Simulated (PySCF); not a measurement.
## Radial density of Tm (thulium, neutral)

revPBE, [Xe] 4f13 6s1 6p1, one real determinant (an excited configuration). Calculation: PySCF 2.14, in ANO-RCC-VTZP; the spin-free X2C one-electron Hamiltonian (Gaussian nucleus).

```
r (bohr)  4πr²ρ (e/bohr)  4πr²(ρα − ρβ)
  0.0196           86.69         0.0017
  0.0329           87.25         0.0043
  0.0553           122.7         0.0089
  0.0931           100.8         0.0091
   0.157           109.7         0.1239
   0.263           67.06         0.6086
   0.443           62.23         1.3553
   0.745           31.17         1.0150
    1.25           12.03         0.3329
    2.11           2.644         0.1722
    3.55          0.5975         0.5148
    5.96          0.2329         0.2323
    10.0         0.02416         0.0242
    16.9       0.0004617         0.0005
```

Densities and radii are taken from the X2C orbitals without a picture-change correction, which distorts them close to the nucleus.

⟨L²⟩ = 14.01 against 20 for a pure G term, so this real determinant mixes terms. Spin-orbit coupling, absent here, splits the open shell strongly.
